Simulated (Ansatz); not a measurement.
This triplet lies 0.12 eV below the relaxed singlet at the level B3LYP/cc-pVTZ // PBE0-D3(BJ)/def2-TZVP (Ansatz, a quantum-chemistry and plane-wave program).

Species: C2HN, SMILES `[C-]#[N+][CH]` (lower triplet) (charge 0, multiplicity 3).

Problem. Give a relaxed geometry from PBE0-D3(BJ)/def2-TZVP run with Ansatz.

Solution. the end point of this relaxation (outside a Z-matrix the atoms follow the SMILES, hydrogens last).
Cartesian coordinates (Å) in one orientation:
```xyz
4

C      1.735    -0.068    -0.145
N      0.545     0.053    -0.028
C     -0.693     0.307     0.125
H     -1.587    -0.292     0.047
```
